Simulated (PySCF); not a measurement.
Low-lying terms of Si⁴⁺ (silicon, charge +4)

Ground state [Ne], ¹S. Computed with PySCF 2.14 in def2-TZVP (5s5p2d1f, 37 functions), with no relativity, point nucleus. Vertical excitation energies in eV without spin-orbit coupling; excited terms of each kind are numbered among those the solver found. Frozen: 1s2.

```csv
term,leading excitation,EOM-EE-CCSD
1 3P°,2p → s,104.30
1 1P°,2p → s,105.17
1 3S,2p → p,111.70
1 3D,2p → p,113.40
1 1D,2p → p,114.09
1 1P,2p → p,114.29
1 3P,2p → p,114.29
1 1S,2p → p,118.73
2 3P°,2p → d,126.24
1 3F°,2p → d,126.71
1 1F°,2p → d,126.94
1 1D°,2p → d,127.32
2 3S,2p → p,138.86
2 1D,2p → p,139.69
```

The solver can miss terms.
